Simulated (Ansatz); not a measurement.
Results of the Gaussian-basis code of Ansatz.

A structure relaxed at PBE0-D4/def2-TZVP, charge 0, multiplicity 1:

Cartesian coordinates in Å:
```
N 2.5514 -0.4818 -0.3095
C 1.7753 0.4462 0.0692
C 0.4255 0.7862 -0.4418
Ga -0.9670 0.0829 0.7929
N -2.2575 -0.9442 0.0412
H 2.1393 -0.9990 -1.0899
H 2.1283 1.0614 0.9048
H 0.2541 0.3715 -1.4384
H 0.2911 1.8721 -0.4798
H -1.0274 0.3427 2.3298
H -3.0103 -1.3653 0.5585
H -2.3028 -1.1726 -0.9371
```

(1) Give its formula and SMILES.

(2) Summarise the bond lengths by kind.

Answers

(1) C2H7GaN2, `N=C[CH2][GaH][NH2]`.

(2) 1 × C–N 1.268 Å; 3 × H–N 1.006 to 1.023 Å; 1 × C–C 1.483 Å; 3 × C–H 1.093 to 1.096 Å; 1 × C–Ga 1.990 Å; 1 × Ga–N 1.813 Å; 1 × Ga–H 1.560 Å.
